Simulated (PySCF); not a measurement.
A calculated (PBE0, PySCF 2.14, x2c-TZVPall, scalar relativity by spin-free X2C-1e) atom or ion has these occupied shells.

```json
{"shell": "1s α", "electrons": "1", "orbital energy (eV)": "-677.29", "rms radius, mean of both spins (bohr)": "0.204"}
{"shell": "1s β", "electrons": "1", "orbital energy (eV)": "-676.40", "rms radius, mean of both spins (bohr)": "0.204"}
{"shell": "2s α", "electrons": "1", "orbital energy (eV)": "-34.483", "rms radius, mean of both spins (bohr)": "1.11"}
{"shell": "2s β", "electrons": "1", "orbital energy (eV)": "-31.733", "rms radius, mean of both spins (bohr)": "1.11"}
{"shell": "2p α", "electrons": "3", "orbital energy (eV)": "-14.180", "rms radius, mean of both spins (bohr)": "1.25"}
{"shell": "2p β", "electrons": "2", "orbital energy (eV)": "-12.447", "rms radius, mean of both spins (bohr)": "1.25"}
```

Name the element and its charge.

F (fluorine, neutral), in [He] 2s2 2p5, 2P determinant.
